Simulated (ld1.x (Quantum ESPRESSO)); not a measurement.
# Varying the RRKJ potential for Rh

Base potential:

ld1.x (Quantum ESPRESSO) 7.5 input, shortened:

```
&input
   title='Rh', zed=45., rel=1, dft='PBE', iswitch=3,
   config='[Kr] 4d8 5s0 5p0'
 /
 &inputp
   pseudotype=2, tm=.false., lloc=0,
   nlcc=.true., new_core_ps=.true., rcore=1.00
 /
3
4P  2  1   6.00   0.00  1.50  1.50  0.0
4D  3  2   8.00   0.00  1.85  1.85  0.0
4S  1  0   2.00   0.00  1.10  1.10  0.0
 &test
   configts(1)='4s2 4p6 4d8 5s0 5p0'
 /
```

All-electron outer shells of the reference configuration (PBE, scalar-relativistic, ld1.x):

```
shell  level (eV)  outermost node (bohr)  outermost maximum (bohr)
   3d     -308.19                      –                      0.29
   4s      -90.19                   0.47                      0.88
   4p      -58.15                   0.47                      0.94
   4d      -13.58                   0.46                      1.14
   5s      -10.78                   1.19                      2.51
   5p       -6.19                   1.34                      3.22
```

Cutoffs, loose and tight: the cutoffs (Ry, on a coarse ladder) from which the occupation-weighted sum of valence levels, in a spherical-Bessel basis at the reference potential, stays within 10 and 1 mRy of its value at 400 Ry. They do not see the model core or the augmentation charge, which bear on the density cutoff. Test errors are all-electron minus pseudo excitation energies from the reference, over the configurations 4s2 4p6 4d8 5s1 5p0; 4s2 4p6 4d7 5s0 5p0; 4s2 4p6 4d6 5s0 5p0; 4s2 4p6 4d7 5s2 5p0; 4s2 4p6 4d7 5s1 5p0; 4s2 4p6 4d9 5s0 5p0; 4s2 4p6 4d5 5s0 5p0. A dash means not determined; rows that change the core or the reference have their own tests.

| change | outcome | cutoff, loose | cutoff, tight | bound ghosts | largest test error (meV) |
| --- | --- | --- | --- | --- | --- |
| base | generated | 120 Ry | 200 Ry | none | +262 |
| all radii but the core radius scaled by about 0.78 (s 0.86, p 1.16, d 1.44 bohr) | generated | 200 Ry | over 300 Ry | none | +220 |
| all radii but the core radius scaled by about 1.16 (s 1.28, p 1.74, d 2.14 bohr) | generated | 90 Ry | 160 Ry | none | +771 |

Question: What comes out with this change to the base: all radii but the core radius scaled by about 1.33 (s 1.46, p 2.00, d 2.46 bohr)?

Answer: outcome: generated; cutoff, loose: 70 Ry; cutoff, tight: 90 Ry; bound ghosts: none; largest test error (meV): +1873.

Question: What comes out with this change to the base: all radii but the core radius scaled by about 0.87 (s 0.96, p 1.30, d 1.62 bohr)?

Answer: outcome: generated; cutoff, loose: 140 Ry; cutoff, tight: 230 Ry; bound ghosts: none; largest test error (meV): +168.

Question: What comes out with this change to the base: all radii but the core radius scaled by about 1.25 (s 1.38, p 1.88, d 2.32 bohr)?

Answer: outcome: generated; cutoff, loose: 80 Ry; cutoff, tight: 120 Ry; bound ghosts: none; largest test error (meV): +1331.

Reading the sweep of the scale of all radii but the core radius (base = 1) (base included, trends over the rows without a ghost): The loose cutoff falls from 200 Ry at 0.78 to 70 Ry at 1.33. A larger radius leaves more room for a smooth pseudo-wave, so fewer plane waves are needed; a smaller one forces it to follow the all-electron wave where it bends sharply. The median size of the test errors (rows with all tests solved) rises from 35.9 meV at 0.78 to 664.2 meV at 1.33. More of the atom is replaced by a form fitted at one configuration, so other configurations suffer as the radius grows.
